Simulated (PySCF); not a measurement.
Vertical excitations of a molecule C3H6BFN2 from PySCF with TDA-CAM-B3LYP/def2-SVPD, as energy in eV (oscillator strength): 4.64 (0.001), 6.03 (0.122), 6.93 (0.004), 7.28 (0.006), 7.59 (0.225), 8.03 (0.028), 8.12 (0.026), 8.13 (0.004), 8.19 (0.004), 8.34 (0.020). Lowest triplet (TDA): 3.75 eV. Coordinates come from a B3LYP-D3(BJ)/def2-SVP optimisation. The values are those of a single conformer.

Problem. Which structure fits?
(A) NB(N)C=C=CF
(B) CNB1C=N[C@@H]1F
(C) N#CCB(N)CF
(D) CN1CN=CB1F

Solution. D, CN1CN=CB1F
